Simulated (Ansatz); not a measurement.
Basis-set extrapolation for `O[SiH2]C(O)Cl` (PBE0-D4/def2-TZVP geometry, frozen core, Ansatz 0.2.0). Multiplicity 1, RHF reference.

|  | def2-TZVPP | def2-QZVPP |
| --- | --- | --- |
| HF | -939.087153 | -939.118286 |
| MP2 correlation | -0.962819 | -1.043122 |
| CCSD(T) correlation | -1.042827 | not run |

Energies in hartree. Use E(X) = E(∞) + A·exp(−7.88·√X) for Hartree–Fock and E(X) = E(∞) + B·X^(−2.97) for correlation, with X = 3 and 4, and add CCSD(T) minus MP2 of the smaller set to the MP2 limit.

Question: What is the CCSD(T) energy at the basis-set limit?

Answer: HF limit: -939.118286 + (-0.031133) × 0.13774 = -939.12257. MP2 limit: -1.043122 + (-0.080303) × 0.74074 = -1.10261. Higher-order term: -1.042827 − (-0.962819) = -0.08001. Total: -940.30519 hartree, 109.9 kcal/mol below CCSD(T)/def2-TZVPP.
